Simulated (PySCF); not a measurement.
Species: N-(3-methylbutyl)acetamide, C7H15NO.
Cartesian coordinates in Å at the PBE0-D3(BJ)/def2-SVP level; atoms count from 1:
```
atom  x, y, z in Å
C1     3.9327    0.0216    0.6807
C2     2.4904    0.4668    0.7901
O3     2.0383    0.9845    1.7922
N4     1.7383    0.2338   -0.3239
C5     0.3269    0.5198   -0.3759
C6    -0.5341   -0.7355   -0.4303
C7    -2.0365   -0.4698   -0.5377
C8    -2.5758    0.2995    0.6644
C9    -2.7960   -1.7775   -0.7295
H10    4.4046    0.4048   -0.2368
H11    3.9932   -1.0779    0.6584
H12    4.4804    0.3891    1.5557
H13    2.1656   -0.2450   -1.1056
H14    0.1132    1.1004    0.5321
H15    0.1038    1.1687   -1.2422
H16   -0.2199   -1.3501   -1.2936
H17   -0.3308   -1.3435    0.4694
H18   -2.2006    0.1506   -1.4398
H19   -3.6602    0.4657    0.5718
H20   -2.4028   -0.2628    1.5972
H21   -2.1003    1.2847    0.7793
H22   -2.4481   -2.3209   -1.6220
H23   -2.6567   -2.4413    0.1401
H24   -3.8768   -1.6011   -0.8424
```

The closed-shell ground state was solved at several levels (PySCF, density fitting, gas phase, non-relativistic).

| level | basis functions | HOMO (eV) | LUMO (eV) | gap (eV) | dipole (D) |
| --- | --- | --- | --- | --- | --- |
| PBE0/def2-SVPD | 303 | -7.29 | 0.46 | 7.75 | 3.76 |
| PBE/pcSseg-1 | 228 | -5.54 | -0.18 | 5.36 | 3.56 |

What might PBE0/pcSseg-1 (228 basis functions) give for the same quantities?

HOMO -7.20 eV, LUMO 0.89 eV, gap 8.09 eV, dipole 3.69 D.

Over all these levels, which gives the widest orbital gap and which the narrowest?

PBE0/pcSseg-1 (global hybrid, 25 % exact exchange) has the widest, 8.09 eV, and PBE/pcSseg-1 (GGA) the narrowest, 5.36 eV. The two share the basis. From the narrowest to the widest the HOMO moves by -1.66 eV and the LUMO by +1.07 eV.

How far do the dipole and the HOMO energy spread over the levels?

The dipole runs from 3.56 to 3.76 D (mean 3.67 D) and the HOMO from -7.29 to -5.54 eV.

One conformer stands for the species.
